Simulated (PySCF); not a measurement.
Computed shifts of a molecule C₆H₆, PySCF with PBE/pcSseg-1, GIAO, gas phase, equivalent atoms averaged, in ppm (number of nuclei): ¹³C: 146.0 (1), 138.2 (1), 135.1 (1), 126.8 (1), 88.8 (1), 85.9 (1). ¹H: 6.63 (1), 6.26 (1), 6.16 (1), 5.98 (1), 5.83 (1), 3.26 (1). References: ¹³C against TMS (σ = 182.0 ppm); ¹H against TMS (σ = 31.49 ppm), references at their B3LYP-D3(BJ)/def2-TZVP geometries, non-relativistic. The structure is a stationary point at B3LYP-D3(BJ)/def2-SVP. The values are those of a single conformer.

Task: Which structure fits?
A) C#CC=C=CC
B) C#CC(=C)C=C
C) C#CC1=CCC1
D) C=C=CC#CC

Result: B, C#CC(=C)C=C
